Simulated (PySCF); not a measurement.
A side-by-side comparison of computed properties.

First species: C6H11FOSi.
Atom-mapped SMILES: `[CH2:1]=[C:2]1[CH2:3][O:4][C@@H:5]([CH2:6][F:7])[CH2:8][SiH2:9]1` (hydrogens: H10, H11 on C1; H12, H13 on C3; H14 on C5; H15, H16 on C6; H17, H18 on C8; H19, H20 on Si9)

Second species: C6H11FOSi.
SMILES with atom numbers: `[CH3:1][Si@@H:2]1[CH2:3][C@@:4]12[CH2:5][O:6][CH2:7][C@@H:8]2[F:9]` (hydrogens: H10, H11, H12 on C1; H13 on Si2; H14, H15 on C3; H16, H17 on C5; H18, H19 on C7; H20 on C8)

Structure used (GFN2-xTB), in Å, numbered top down from 1:
```
atom  x, y, z in Å
C1    -2.744    0.843   -0.094
Si2   -1.528   -0.370   -0.881
C3    -0.588   -1.579    0.212
C4     0.267   -0.399   -0.280
C5     1.454   -0.682   -1.185
O6     2.195    0.519   -1.200
C7     2.161    1.026    0.115
C8     0.824    0.581    0.734
F9     1.059   -0.018    1.964
H10   -3.762    0.480   -0.190
H11   -2.697    1.818   -0.573
H12   -2.537    0.977    0.963
H13   -1.736   -0.737   -2.273
H14   -0.278   -2.545   -0.162
H15   -0.754   -1.608    1.281
H16    1.183   -0.920   -2.214
H17    2.066   -1.503   -0.775
H18    2.977    0.601    0.717
H19    2.279    2.109    0.062
H20    0.155    1.419    0.955
```

Levels: PBE0/pcSseg-1 for HOMO energy, LUMO energy and HOMO–LUMO gap. Geometries: GFN2-xTB. All species are isolated and taken at one optimised geometry, non-relativistic unless stated; the electronic structure was computed with PySCF and density fitting.

Values for the first species:

```
HOMO energy   : -7.58 eV
LUMO energy   : -0.39 eV
HOMO–LUMO gap : 7.19 eV
```

Problem. Estimate the same properties for the second species, and the change in each.

Solution. 
```csv
property,first,second,second less first
HOMO energy,-7.58 eV,-6.79 eV,+0.79 eV
LUMO energy,-0.39 eV,0.43 eV,+0.82 eV
HOMO–LUMO gap,7.19 eV,7.22 eV,+0.03 eV
```

One conformer stands for the species.
